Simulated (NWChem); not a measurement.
System meant: tellurium hexafluoride (TeF₆); SMILES F[Te](F)(F)(F)(F)F

Input file for NWChem:

```
start job
memory heap 200 mb stack 900 mb global 1100 mb
geometry units angstroms noautoz
  F      0.344218     1.284892     1.322571
  Te     0.000000     0.000000     0.000000
  F     -0.308415    -1.286359     1.329965
  F      0.308415     1.286359    -1.329965
  F     -1.817984     0.461494     0.024790
  F      1.817984    -0.461494    -0.024790
  F     -0.344218    -1.284892    -1.322571
end
basis spherical
  * library def2-svp
end
ecp
  Te library def2-ecp
end
dft
  odft
  mult 2
  xc xpbe96 cpbe96
  iterations 150
  mulliken
end
task dft energy
```

End of the output:

```
 ==============================================================================
                                 internuclear angles
 ------------------------------------------------------------------------------
        center 1       |       center 2       |       center 3       |  degrees
 ------------------------------------------------------------------------------
    1 F                |   2 Te               |   3 F                |    90.00
    1 F                |   2 Te               |   4 F                |    90.00
    1 F                |   2 Te               |   5 F                |    90.00
    1 F                |   2 Te               |   6 F                |    90.00
    1 F                |   2 Te               |   7 F                |   180.00
    3 F                |   2 Te               |   4 F                |   180.00
    3 F                |   2 Te               |   5 F                |    90.00
    3 F                |   2 Te               |   6 F                |    90.00
    3 F                |   2 Te               |   7 F                |    90.00
    4 F                |   2 Te               |   5 F                |    90.00
    4 F                |   2 Te               |   6 F                |    90.00
    4 F                |   2 Te               |   7 F                |    90.00
    5 F                |   2 Te               |   6 F                |   180.00
    5 F                |   2 Te               |   7 F                |    90.00
    6 F                |   2 Te               |   7 F                |    90.00
 ------------------------------------------------------------------------------
                            number of included internuclear angles:         15
 ==============================================================================

 Summary of "ao basis" -> "" (spherical)
 ------------------------------------------------------------------------------
       Tag                 Description            Shells   Functions and Types
 ---------------- ------------------------------  ------  ---------------------
 *                          def2-svp                  on all atoms

 Summary of "ao basis" -> "ao basis" (spherical)
 ------------------------------------------------------------------------------
       Tag                 Description            Shells   Functions and Types
 ---------------- ------------------------------  ------  ---------------------
 F                          def2-svp                 6       14   3s2p1d
 Te                         def2-svp                10       26   4s4p2d

 Summary of "ao basis" -> "ao basis" (spherical)
 ------------------------------------------------------------------------------
       Tag                 Description            Shells   Functions and Types
 ---------------- ------------------------------  ------  ---------------------
 F                          def2-svp                 6       14   3s2p1d
 Te                         def2-svp                10       26   4s4p2d

      Symmetry analysis of basis
      --------------------------

        ag         56
        au         54

  number of electrons :                   78
  multiplicity        :                    2
 ------------------------------------------------------------------------
  no. of electrons and multiplicity not compatible                  78
 ------------------------------------------------------------------------
 ------------------------------------------------------------------------
  current input line :
    25: task dft energy
 ------------------------------------------------------------------------
 ------------------------------------------------------------------------
 There is an error in the input file
 ------------------------------------------------------------------------
 For more information see the NWChem manual at https://nwchemgit.github.io

0: no. of electrons and multiplicity not compatible:Received an Error in Communication
```

Task: Can this run be used? If not, why, and what is the fix?

Result: The program refused the input. Cause: the multiplicity doesn't fit the number of electrons (an even count wants an odd multiplicity, and the reverse). This input runs:
```
start job
memory heap 200 mb stack 900 mb global 1100 mb
geometry units angstroms noautoz
  F      0.344218     1.284892     1.322571
  Te     0.000000     0.000000     0.000000
  F     -0.308415    -1.286359     1.329965
  F      0.308415     1.286359    -1.329965
  F     -1.817984     0.461494     0.024790
  F      1.817984    -0.461494    -0.024790
  F     -0.344218    -1.284892    -1.322571
end
basis spherical
  * library def2-svp
end
ecp
  Te library def2-ecp
end
dft
  xc xpbe96 cpbe96
  iterations 150
  mulliken
end
task dft energy
```
It converges to -866.00592 Ha (PBE/def2-SVP with def2 effective core potentials on Te).
